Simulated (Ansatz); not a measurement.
Calculated with Ansatz (gas phase, PBE0-D4/def2-TZVP geometries, no zero-point term in ΔE). CCSD(T)/CBS is the MP2 limit (def2-TZVPP, def2-QZVPP) plus CCSD(T) − MP2 in def2-TZVPP, frozen cores. This one scheme is used for every species. Functionals use def2-TZVPP. HSE06 is defined as in plane-wave codes. For Sc outer-core shells are correlated without core-valence functions, which leaves a few kJ/mol of doubt a bond. Scalar relativity is left out up to krypton. Each species was taken in one conformer, which may not be the lowest.

Reaction (ligand exchange at the Sc–O bond): `[NH2][Sc]([NH2])[OH]` + HCl → `[NH2][Sc]([NH2])[Cl]` + H₂O

(1) Is it downhill or uphill in electronic energy at CCSD(T)/CBS, and by how much? (An estimate is asked.)

(2) What do these levels give: revPBE-D4, r2SCANh-D4, HSE06-D4, ωB97X-V, r2SCAN0, CCSD/def2-TZVPP? (Best estimate.)

Largest T1 diagnostic among the species: 0.015.

## Answers

(1) Ansatz gave: Downhill: ΔE = -55.0 kJ/mol.

(2) Computed: revPBE-D4 -56.3, r2SCANh-D4 -61.0, HSE06-D4 -61.4, ωB97X-V -54.4, r2SCAN0 -62.5, CCSD/def2-TZVPP -53.0 kJ/mol.

From BLYP to BHLYP (50 % exact exchange), in def2-TZVPP and without D4, ΔE moves by −8.9 kJ/mol. At CCSD(T), def2-SVP lies +8.1 kJ/mol from the extrapolated value and def2-TZVPP +2.2 kJ/mol.
